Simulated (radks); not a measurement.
Excited configurations of the mercury ion Hg29+: one electron is placed in a higher orbital outside [Kr] 4d10 4f4. The ground configuration is [Kr] 4d10 4f5. Method: scalar-relativistic Kohn-Sham, r2SCAN, spin-unpolarised, spherical densities, finite nucleus; meta-GGA in the generalised Kohn-Sham scheme; Fermi nuclear charge, rms radius 5.4648 fm; computed with a radial shooting solver on a logarithmic mesh with Libxc functionals. Excitation = E - E(ground); binding = E(ion) - E, where the ion is the core of charge +30; n* = 30/sqrt(2 binding) in atomic units. These energies are relativistic, and a one-electron ion of charge +30 with no core already has n* below n in this formula (scalar-relativistic equation, point nucleus: 5p 4.988, 5d 4.994, 6p 5.987, 6f 5.996, 7p 6.987).

outer orbital  excitation (eV)  binding (eV)     n*  eigenvalue (eV)  <r> (bohr)
5p                      235.54        793.26  3.929          -779.77      0.7544
5d                      334.14        694.66  4.199          -681.90      0.7988
6p                      529.18        499.61  4.951          -492.00       1.205
6f                      631.72        397.08  5.553          -389.74       1.343
7p                      684.13        344.67  5.960          -339.69       1.753

The Delta-SCF ionisation energy is 1028.8 eV (NIST Atomic Spectra Database: 1050 eV, theoretical). Self-interaction in the functional shifts the binding energies and quantum defects, so they are the method's values and not measured ones. Spin polarisation and multiplet splitting are left out, so open shells lie too high by an amount that depends on their filling. Spin-orbit splitting is averaged out at the scalar-relativistic level.

Beside tabulated values, note that spin-unpolarised runs miss the spin-polarisation part of the exchange energy of open shells.
